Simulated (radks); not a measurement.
Zr I, 40 electrons, occupied as [Kr] 4d2 5s2.

Method: Dirac Kohn-Sham, PBE, spin-unpolarised, spherical densities, point nucleus; open shells fill j = l - 1/2 first; computed with a radial shooting solver on a logarithmic mesh with Libxc functionals.

Energy parts (eV):
total: -97932.736
kinetic: 101207.179
electron-nucleus: -236346.123
Hartree: 40310.562
exchange-correlation: -3104.353

Orbitals (lengths in bohr, moments of r in powers of bohr; r(max) is where P^2 peaks):
orbital  occ.  eigenvalue (eV)      <r^4>   r(max)
1s1/2       2        -17817.17  8.871e-06  0.02414
2s1/2       2        -2468.210   0.001672   0.1371
2p1/2       2        -2259.327   0.001121   0.1070
2p3/2       4        -2173.469   0.001242   0.1106
3s1/2       2        -404.4602    0.09052   0.4084
3p1/2       2        -326.7087    0.09611   0.3963
3p3/2       4        -313.0407     0.1049   0.4054
3d3/2       4        -176.0055     0.1197   0.3459
3d5/2       6        -173.5088     0.1232   0.3486
4s1/2       2         -54.4142      4.259    1.079
4p1/2       2         -33.5974      7.033    1.163
4p3/2       4         -31.8250      7.726    1.188
4d3/2       2          -3.6408      99.16    1.589
4d5/2       0          -3.5125      105.0    1.603
5s1/2       2          -4.4256      409.2    3.157

The highest occupied level is 4d3/2 at -3.641 eV. For comparison, the ionisation energy in NIST's Atomic Spectra Database is 6.634 eV (measured). In exact Kohn-Sham theory the highest level is minus the ionisation energy, but local and semilocal functionals leave it too shallow, through self-interaction and a potential that decays too fast; potentials with the right tail come closer. The density falls to 0.001 e/bohr^3 at r = 5.08 bohr.

Beside tabulated values, note that spin-unpolarised runs miss the spin-polarisation part of the exchange energy of open shells.
